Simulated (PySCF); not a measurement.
Electron correlation in Ne⁺ (neon, charge +1)

[He] 2s2 2p4 3d1, one real determinant (an excited configuration). Calculation: PySCF 2.14, in aug-cc-pVQZ with one added diffuse shell each of s, p, d, f, g type (7s6p5d4f3g, 105 functions); the non-relativistic Hamiltonian (point nucleus). Frozen: 1s2; 7 electrons correlated.

MP2 pair energies summed by pair of shells (mhartree):

| pair | energy | share (%) |
| --- | --- | --- |
| 2s-2p | -75.43 | 45.5 |
| 2p-2p | -74.65 | 45.0 |
| 2s-2s | -11.31 | 6.8 |
| 2p-3d | -2.72 | 1.6 |
| 2s-3d | -1.65 | 1.0 |

Total MP2 correlation energy: -165.76 mhartree.

Same-spin part -40.00 and opposite-spin part -125.76 mhartree; SCS-MP2 scales them by 1/3 and 6/5 to -164.24 mhartree.

The reference is one real determinant that mixes LS terms of this configuration.
